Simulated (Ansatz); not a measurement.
Born–Oppenheimer molecular dynamics of CH$_{4}$Al$_{2}$S (8 atoms, charge 0, multiplicity 1). It starts at the highest image of a converged band. Of that band: Neighbouring images differ by up to 1.8 eV, so the band resolves the path poorly. A vibrational analysis at the climbing image gives one clearly imaginary mode, 786i cm⁻¹: a first-order saddle point.

Computed with RKS B3LYP-D4/def2-SVP (Ansatz 0.2.0).

* ensemble: NVE (velocity Verlet)
* time step: 0.5 fs
* steps asked: 200
* starting velocities drawn for: 300 K
* seed: 7716

First frame:

```xyz
8
Properties=species:S:1:pos:R:3
C -0.806 1.140 -0.436
Al 0.788 0.990 0.677
Al 0.843 -1.597 -0.277
S -1.129 -0.448 0.535
H -0.810 0.986 -1.519
H -1.538 1.903 -0.141
H 2.089 0.105 0.861
H 0.564 -3.078 0.299
```

Question: How far do the bonds stretch over the last three quarters of this one trajectory? (Pairs bonded in most of those frames.)

Answer: 
```tsv
bond	mean (Å)	spread (Å)	shortest	longest
C1–Al2	2.084	0.145	1.85	2.29
C1–S4	1.886	0.078	1.76	2.01
C1–H5	1.110	0.036	1.05	1.17
C1–H6	1.103	0.020	1.07	1.14
Al3–S4	2.247	0.088	2.13	2.41
Al3–H7	1.651	0.135	1.43	1.87
Al3–H8	1.595	0.023	1.56	1.64
```

Mean temperature of the second half: 1286 K. The conserved energy stayed within 0.26 meV per atom of its start (net change -0.022 meV per atom), so the integration is sound. The system heated up, since it started high on the potential surface and ran downhill. A run of 0.1 ps of so small a system gives no equilibrium averages. The orbitals stay closed-shell, which can raise the energy where a bond breaks towards radicals; this wasn't checked here.

Time of the run: 6.3 min on 2 threads of Arm Neoverse V1 (shared host), peak memory 0.17 GiB.
